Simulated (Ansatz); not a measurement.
CH4ClFMoO3, SMILES `C[O][Mo](=[O])([OH])([F])[Cl]` at its PBE0-D4/def2-TZVP geometry, where that method's forces vanish. The species carries charge 0 and has multiplicity 1. Mo takes the def2 core potential.

```csv
atom,x (Å),y (Å),z (Å)
C1,0.4330,-1.6442,-0.6796
O2,0.5857,-0.2594,-0.7982
Mo3,-0.1735,1.1965,0.0077
O4,0.8174,2.4126,-0.5133
O5,0.4132,0.3748,1.6135
F6,-1.2696,2.1337,1.2042
Cl7,-2.0406,0.9995,-1.3029
H8,-0.5435,-1.9382,-1.0795
H9,0.4904,-1.9217,0.3782
H10,1.2271,-2.1374,-1.2414
H11,0.0605,0.7838,2.4113
```

**Question.** For each bond, give half the difference of the two atoms' forces along it (eV/Å; positive pushes the atoms apart) under PBE-D4, r2SCAN-D4, B3LYP-D4, ωB97M-V in def2-TZVPP. (Best estimate.)

**Answer.** Computed: 
| bond | length (Å) | PBE-D4 | r2SCAN-D4 | B3LYP-D4 | ωB97M-V |
| --- | --- | --- | --- | --- | --- |
| C1–O2 | 1.398 | -0.05 | 0.09 | 0.19 | 0.52 |
| C1–H8 | 1.095 | 0.11 | -0.04 | -0.09 | -0.14 |
| C1–H9 | 1.095 | 0.12 | -0.04 | -0.08 | -0.14 |
| C1–H10 | 1.091 | 0.07 | -0.06 | -0.11 | -0.12 |
| O2–Mo3 | 1.829 | 0.41 | 0.26 | 0.13 | -0.25 |
| Mo3–O4 | 1.653 | 1.28 | 0.74 | 0.46 | -0.55 |
| Mo3–O5 | 1.897 | 0.22 | 0.11 | 0.20 | 0.07 |
| Mo3–F6 | 1.874 | 0.01 | -0.14 | 0.12 | 0.12 |
| Mo3–Cl7 | 2.290 | -0.16 | -0.09 | 0.11 | 0.21 |
| O5–H11 | 0.963 | 0.32 | -0.01 | -0.08 | -0.06 |

B3LYP here is the variant with VWN-RPA as its local correlation; programs differ in this.
